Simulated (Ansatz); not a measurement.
Geometry optimisation, Ansatz, UKS PBE0-D4/def2-SVP.

Input file:

```yaml
crystal:
  periodic: [false, false, false]
  atoms:
    - { symbol: Mg, position_ang: [-0.70416, 2.1021, -1.56868] }
    - { symbol: C, position_ang: [-0.74959, 0.09373, -0.8146] }
    - { symbol: C, position_ang: [0.18141, 0.05014, 0.16599] }
    - { symbol: Si, position_ang: [0.52057, -1.49548, 1.13656] }
    - { symbol: H, position_ang: [0.06023, 3.47275, -1.32233] }
    - { symbol: H, position_ang: [-1.28963, -0.83689, -0.99899] }
    - { symbol: H, position_ang: [0.75713, 0.95805, 0.39707] }
    - { symbol: H, position_ang: [1.49823, -1.67083, 2.20469] }
    - { symbol: H, position_ang: [-0.27419, -2.67356, 0.80029] }
total_charge: 1
magnetization:
  spin_polarized: true
basis:
  gaussian: { orbitals: def2-SVP }
hamiltonian:
  xc: pbe0
  dispersion: d4
relax:
  f_tol: 0.02
  max_steps: 50
output:
  orbitals: {}
```

Command:

```bash
$ ansatz run input.yaml --threads 2 --pin off --max-ram 3072MiB --backend cpu --events-out ev --progress --plain --runs-dir out
```

Where does it end, and by what steps?

It converged. Limits of this set-up: the dipole of an ion depends on the origin. After 9 steps the energy has fallen by 0.332 eV; H5 moved furthest, 1.28 Å.

```json
{"step": "0", "energy less start (eV)": "0.0000", "largest force component (eV/Å)": "1.336", "accepted": "yes"}
{"step": "1", "energy less start (eV)": "-0.1596", "largest force component (eV/Å)": "0.610", "accepted": "yes"}
{"step": "2", "energy less start (eV)": "-0.2086", "largest force component (eV/Å)": "0.219", "accepted": "yes"}
{"step": "3", "energy less start (eV)": "-0.2416", "largest force component (eV/Å)": "0.234", "accepted": "yes"}
{"step": "4", "energy less start (eV)": "-0.2617", "largest force component (eV/Å)": "0.250", "accepted": "yes"}
{"step": "5", "energy less start (eV)": "-0.3028", "largest force component (eV/Å)": "0.125", "accepted": "yes"}
{"step": "6", "energy less start (eV)": "-0.3221", "largest force component (eV/Å)": "0.158", "accepted": "yes"}
{"step": "7", "energy less start (eV)": "-0.3228", "largest force component (eV/Å)": "0.287", "accepted": "yes"}
{"step": "8", "energy less start (eV)": "-0.3316", "largest force component (eV/Å)": "0.028", "accepted": "yes"}
{"step": "9", "energy less start (eV)": "-0.3318", "largest force component (eV/Å)": "0.010", "accepted": "yes"}
```

```xyz
9
Properties=species:S:1:pos:R:3
Mg -0.623 2.234 -1.536
C -0.413 0.302 -0.551
C 0.455 -0.007 0.467
Si 0.442 -1.670 1.123
H -0.761 3.733 -2.269
H -1.055 -0.538 -0.877
H 1.151 0.731 0.887
H 1.317 -2.144 2.222
H -0.511 -2.640 0.534
```

Whether the end is a true minimum wasn't checked by a vibrational analysis.

The run took 31 s on 2 threads of Arm Neoverse V2 (shared host), peak memory 0.23 GiB.
